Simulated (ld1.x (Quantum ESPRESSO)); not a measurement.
The numbers below are computed, except where a source is named.
**Potentials for Al (Z = 13) compared**

Generated with ld1.x 7.5 (TM, RRKJ, ultrasoft, PAW), atompaw 4.2 or ONCVPSP 4.0.1. The cutoff is in Ry: for ld1.x and atompaw files where the sum of valence levels is converged to 10 mRy in a Bessel basis, for ONCV files where the hardest occupied wave has 1 mHa per electron of residual kinetic energy. The error is the largest all-electron minus pseudo excitation energy over each file’s own four to seven test configurations (ionisations up to +4, promotions, holes and added fractions of an electron), all of which were solved. The labels leave out finer settings (local radius, basis sizes, second energies), which also bear on the numbers. Spin-polarised tests are not counted. The rows are a selection from randomly drawn settings: files with unsolved tests, undetermined cutoffs or missed reference levels are left out.

```tsv
potential	cutoff (Ry)	largest error (meV)	bound ghosts
TM, LDA (PZ), scalar-relativistic, rc 1.70/1.70/1.30 (spd), local s, core correction yes, reference 3s2 3p1	15	+9.8	none
TM, PBE, fully relativistic, rc 1.85/1.65 (sp), local s, core correction no, reference 3s1.75 3p1.25	18	+43	none
PAW, PBEsol, scalar-relativistic, rc 1.90/1.75/1.70 (spd), local d, core correction yes, reference 3s2 3p1	8	+11	none
PAW, PBEsol, scalar-relativistic, rc 1.90/2.10/1.70 (spd), local smoothed, core correction yes, reference 3s1.5 3p1.5	8	-3.0	none
PAW, LDA (PZ), scalar-relativistic, rc 1.95/1.80 (sp), local smoothed, core correction yes, reference 3s2 3p0	8	-16	none
TM, PBE, non-relativistic, rc 1.45/1.95/1.75 (spd), local p, core correction yes, reference 3s2 3p0.5	35	-13	none
```

(1) Fill in the row for Al: ultrasoft, BP86, scalar-relativistic, rc 2.05/2.25/1.65 (spd), local smoothed, core correction yes, reference 3s1.75 3p1.25.

Results:

(1) cutoff 6 Ry, largest error -6.6 meV, bound ghosts: none.
